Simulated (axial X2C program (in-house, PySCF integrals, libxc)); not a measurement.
# TeS⁻: from the spin-free to the two-component result

Computed with an in-house relativistic program for diatomic molecules. Spin-free means the one-electron spin-free X2C Hamiltonian; two-component (2c) means X2C with spin–orbit coupling and atomic mean-field two-electron Coulomb and Gaunt terms, so the difference of the two also holds small scalar two-electron terms. Basis: Te dyall-acv3z [12s13p9d5f1g], S dyall-av3z [9s8p3d2f] (cores contracted in-house); Gaussian nuclei, density fitting, unrestricted open shells. Masses: Te 129.906 u, S 31.972 u.

Spin-free state: M_S = 1/2, Λ = 1 (beyond evenly filled blocks: π+α, π+β, π-α); fragments Te + S-.

```csv
level,Re (Å),ωe (cm⁻¹),De (eV),μ (D)
PBE0,2.329,407.6,3.431,-3.31
PBEsol,2.344,390.1,3.977,-3.21
```

Dipoles are positive if S is the positive end and refer to the centre of mass.

(1) Within this multiplet, which Ω should lie lowest by the rule for regular and inverted multiplets?

Two-component determinant lowest at the distance of the search:

Ω = 3/2 (⟨Sz⟩ = 0.50, ⟨Lz⟩ = 1.00 at PBE0); fragments Te + S-.

| level | Re (Å) | ωe (cm⁻¹) | De (eV) | μ (D) |
| --- | --- | --- | --- | --- |
| PBE0 | 2.333 | 404.2 | 3.330 | -3.60 |
| PBEsol | 2.348 | 386.2 | 3.862 | -3.48 |

(2) From the two tables, how do the constants change at the PBE0 level (2c against spin-free)?

One determinant describes the state; a PBE0 search over occupations chose it and may have missed a lower one. De is counted from the lowest determinant-based energies of the atoms at the same level, without counterpoise correction. Density functionals use the spin component along the axis (collinear). A 2c atom that is not at its ground J level misses part of its spin–orbit lowering, and De is too large by that part (0.04 eV or less for light atoms). This holds for PBE0, PBEsol. The functionals have no current-density term, which raises determinants with orbital currents, atoms included. The highest occupied level of some functionals is positive through self-interaction error; at Hartree–Fock it is bound.

Answers

(1) The open π shell holds three electrons, one hole, so the multiplet is inverted: Ω = Λ + 1/2 = 3/2. The PBE0 2c search agrees.

(2) At the PBE0 level Re increases by 0.004 Å and ωe goes down by 3.4 cm⁻¹; De is not compared, since the atomic limits differ or miss part of their spin–orbit lowering.
